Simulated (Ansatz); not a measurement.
```yaml
crystal:
  periodic: [false, false, false]
  atoms:
    - {symbol: C, position_ang: [-0.455898, -0.908395, 2.133156]}
    - {symbol: C, position_ang: [0.835935, -0.556712, 1.431586]}
    - {symbol: D, position_ang: [0.624008, -0.275744, 0.057857]}
    - {symbol: Sb, position_ang: [0.414939, 1.574728, -0.540011]}
    - {symbol: Si, position_ang: [0.048930, 0.714003, -2.956365]}
    - {symbol: Cl, position_ang: [-1.928118, 1.850287, -0.230913]}
    - {symbol: H, position_ang: [-0.259547, -1.190607, 3.170994]}
    - {symbol: H, position_ang: [-0.942242, -1.747083, 1.631510]}
    - {symbol: H, position_ang: [-1.148468, -0.064049, 2.129712]}
    - {symbol: H, position_ang: [1.324652, 0.288934, 1.938307]}
    - {symbol: H, position_ang: [1.534409, -1.399323, 1.474388]}
    - {symbol: H, position_ang: [1.344316, 0.264468, -3.532825]}
    - {symbol: H, position_ang: [-0.489418, 1.830408, -3.776611]}
    - {symbol: H, position_ang: [-0.916398, -0.409915, -2.901984]}
basis:
  gaussian: {orbitals: def2-mTZVPP, point_charges: [{charge: 1.00, position_ang: [5.292, 0.872, 0.563]}]}
hamiltonian: {xc: {name: PBE0}, dispersion: d3bjatm}
```

```sh
$ ansatz run in.yaml --threads 2 --pin off --events-out ev --progress --plain --max-ram 31744MiB --backend cpu
```

Shortened log:

```
Error: YAML parse error: error: line 6 column 16: `D` is not an element symbol (H … Og, case-exact)
 --> <input>:6:16
4 |     - {symbol: C, position_ang: [-0.455898, -0.908395, 2.133156]}
5 |     - {symbol: C, position_ang: [0.835935, -0.556712, 1.431586]}
6 |     - {symbol: D, position_ang: [0.624008, -0.275744, 0.057857]}
7 |     - {symbol: Sb, position_ang: [0.414939, 1.574728, -0.540011]}
8 |     - {symbol: Si, position_ang: [0.048930, 0.714003, -2.956365]}
```

(1) What is wrong with this run?

Answers

(1) An element symbol is wrong. The input was rejected before any iteration.
